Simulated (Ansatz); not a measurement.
Cost and result for the atomization energy of `CC1(F)[SiH2][SiH2]1` (12 atoms, 12 bonds).

```json
{"atom": "C1", "x (Å)": "0.572", "y (Å)": "0.998", "z (Å)": "1.052"}
{"atom": "C2", "x (Å)": "-0.287", "y (Å)": "0.521", "z (Å)": "-0.087"}
{"atom": "F3", "x (Å)": "-1.111", "y (Å)": "1.541", "z (Å)": "-0.542"}
{"atom": "Si4", "x (Å)": "-1.041", "y (Å)": "-1.240", "z (Å)": "0.079"}
{"atom": "Si5", "x (Å)": "0.561", "y (Å)": "-0.604", "z (Å)": "-1.395"}
{"atom": "H6", "x (Å)": "1.222", "y (Å)": "0.194", "z (Å)": "1.411"}
{"atom": "H7", "x (Å)": "1.212", "y (Å)": "1.828", "z (Å)": "0.738"}
{"atom": "H8", "x (Å)": "-0.044", "y (Å)": "1.329", "z (Å)": "1.893"}
{"atom": "H9", "x (Å)": "-2.408", "y (Å)": "-1.404", "z (Å)": "-0.468"}
{"atom": "H10", "x (Å)": "-0.819", "y (Å)": "-1.946", "z (Å)": "1.365"}
{"atom": "H11", "x (Å)": "2.022", "y (Å)": "-0.818", "z (Å)": "-1.250"}
{"atom": "H12", "x (Å)": "0.121", "y (Å)": "-0.400", "z (Å)": "-2.795"}
```

Total charge 0; spin multiplicity 1. The geometry is a stationary point of PBE0-D4/def2-TZVP. Program: Ansatz. All runs use 4 threads of an Intel Xeon 6975P-C on a shared host. Times are those of one run each, without the atoms' runs, and a repeat can differ threefold. Electronic energies, without spin–orbit coupling; frozen cores. CCSD(T)/CBS adds CCSD(T) − MP2 in def2-TZVPP to the MP2 limit, and its time is that of the two runs behind it. T1 = 0.013. B3LYP takes the VWN-RPA correlation (the form of Gaussian; ORCA's B3LYP/G).

CCSD(T)/CBS is a level of theory with its own doubt, some kJ/mol a heavy atom from the limit and from the frozen cores, so smaller differences don't rank the functionals.

```json
{"level": "PBE-D4/def2-TZVPP (with forces)", "functions": "275", "wall time": "1.6 s"}
{"level": "PBE0-D4/def2-TZVPP", "functions": "275", "wall time": "2 s"}
{"level": "r2SCAN-D4/def2-TZVPP (with forces)", "functions": "275", "wall time": "2.7 s"}
{"level": "B3LYP-D4/def2-TZVPP (with forces)", "functions": "275", "wall time": "3.1 s"}
{"level": "B2PLYP/def2-TZVPP", "functions": "275", "wall time": "3.7 s"}
{"level": "ωB97X-V/def2-TZVPP", "functions": "275", "wall time": "4.6 s"}
{"level": "ωB97M-V/def2-TZVPP (with forces)", "functions": "275", "wall time": "6.5 s"}
{"level": "MP2/def2-QZVPP", "functions": "521", "wall time": "16 s"}
{"level": "CCSD(T)/def2-TZVPP", "functions": "275", "wall time": "49 s"}
{"level": "CCSD(T)/CBS(def2)", "functions": "–", "wall time": "65 s"}
```

(1) What atomization energy does each give, and how far from CCSD(T)/CBS? (An estimate is asked.)

Answers

(1) Computed: 
| level | atomization (kJ/mol) | difference from CCSD(T)/CBS | per bond |
| --- | --- | --- | --- |
| PBE-D4/def2-TZVPP (with forces) | 4153.6 | 66.0 | 5.5 |
| PBE0-D4/def2-TZVPP | 4094.3 | 6.7 | 0.6 |
| r2SCAN-D4/def2-TZVPP (with forces) | 4108.4 | 20.8 | 1.7 |
| B3LYP-D4/def2-TZVPP (with forces) | 4082.5 | -5.1 | -0.4 |
| B2PLYP/def2-TZVPP | 4029.3 | -58.3 | -4.9 |
| ωB97X-V/def2-TZVPP | 4116.5 | 28.9 | 2.4 |
| ωB97M-V/def2-TZVPP (with forces) | 4098.1 | 10.5 | 0.9 |
| MP2/def2-QZVPP | 4078.6 | -9.0 | -0.7 |
| CCSD(T)/def2-TZVPP | 3978.3 | -109.3 | -9.1 |
| CCSD(T)/CBS(def2) | 4087.6 | 0.0 | 0.0 |

From PBE to PBE0 (25 % exact exchange), in def2-TZVPP and without D4, the atomization energy moves by −55.1 kJ/mol: exact exchange takes away binding that semilocal exchange gives to molecules. The D4 term adds +44.9 kJ/mol with B3LYP and +23.5 kJ/mol with PBE0; it sums over pairs of atoms, weighted by their polarisabilities, and B3LYP, whose exchange is more repulsive, gets the larger term. In def2-TZVPP, CCSD(T) changes the Hartree–Fock value by +993.6 kJ/mol (the triples alone add +59.2 kJ/mol) and MP2 by +1029.2 kJ/mol; breaking electron pairs costs correlation energy, which Hartree–Fock lacks.
